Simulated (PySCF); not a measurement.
# What a mistake does to a calculation on BCGeH4O

Calculated results; nothing here was measured. The program is PySCF 2.14.0, an open-source quantum chemistry code, run on an isolated molecule that a program drew, which may never have been made. The molecule is BCGeH4O (charge 0, doublet), drawn as the SMILES string `[BH][C](O)=[GeH2]`.

Each row is a Hartree-Fock (HF) and frozen-core CCSD(T) single point in the cc-pVDZ basis, meant for a local HF minimum. Run 1 is clean. Each other run has one planted mistake out of seven kinds, and not every kind appears here: one electron removed, one electron added, multiplicity raised by two, geometry at a saddle point, minimal basis STO-3G, one bond length entered in bohr, all coordinates scaled. The reference is restricted for singlets and unrestricted otherwise, and also for a bond in bohr. Adding or removing an electron swaps singlet and doublet. Electrons count all cores. HOMO and LUMO are orbital energies over both spins, the gradient is its largest component, and the lowest frequency (negative if imaginary) is given only where the gradient is small. Bond lengths are over the 7 bonds as drawn. T1 is the CCSD diagnostic: over 0.02 (restricted) or 0.045 (unrestricted) a single reference is doubtful. Germanium has the cc-pVDZ-PP basis, with a core potential (ECP10MDF) in place of its 10 inner electrons, and its 3s, 3p and 3d shells are frozen in CCSD(T).

Geometry of the clean run:
```xyz
8
BCGeH4O, angstrom
B     1.8711   -0.4450   -0.3185
C     0.8383    0.2265    0.3224
O     0.6380    1.3745    1.0262
Ge   -0.7363   -0.9259    0.1795
H     2.6210   -1.1137   -0.9262
H     1.4258    1.8978    1.0151
H    -0.3518   -2.1740   -0.6351
H    -1.2744   -1.3312    1.5638
```

```
run,electrons,basis functions,<S^2>,HOMO (eV),LUMO (eV),gradient (hartree/bohr),lowest frequency (cm^-1),mean bond (Å),longest bond (Å),T1,HF (hartree),CCSD(T) (hartree),mistake
1,55,85,0.817,-7.85,1.01,2.1e-05,185,1.4150,1.956,0.0234,-433.00420,-433.53595,no fault
2,56,85,0.000,-0.62,6.83,4.9e-02,-,1.4150,1.956,0.0303,-432.99402,-433.56365,one electron added
3,55,85,0.804,-7.75,1.18,5.2e-02,-,1.3528,1.870,0.0219,-432.98651,-433.50978,?
4,55,85,1.341,-8.15,1.08,5.0e-02,-,1.6637,3.697,0.0701,-432.93232,-433.45743,?
```

**Which mistake was planted in run 3, and what did it cost?**

The mean and the longest bond both change by the same factor, 0.956, and the gradient is no longer small. So the mistake is: all coordinates scaled. Subtracting run 1 and multiplying by 627.51 kcal/mol a hartree, the energy moved by 11.1 kcal/mol in HF and 16.4 kcal/mol in CCSD(T).

**Which mistake was planted in run 4, and what did it cost?**

The mean bond changes by a factor of 1.176 and the longest by 1.890, so the molecule wasn't scaled as a whole. A length L in bohr read as angstrom grows by (1/0.5292 - 1) L = 0.890 L. The 7 bonds together grew by 7 x 0.2487 = 1.741 Å, which gives L = 1.957 Å. That is bond C2-Ge4, 1.956 Å in the clean geometry. So the mistake is: one bond length entered in bohr. Subtracting run 1 and multiplying by 627.51 kcal/mol a hartree, the energy moved by 45.1 kcal/mol in HF and 49.3 kcal/mol in CCSD(T).

Cautions from the logs. Run 2: T1 is over the limit, so its CCSD(T) energy is less reliable; run 4: T1 is over the limit, so its CCSD(T) energy is less reliable.
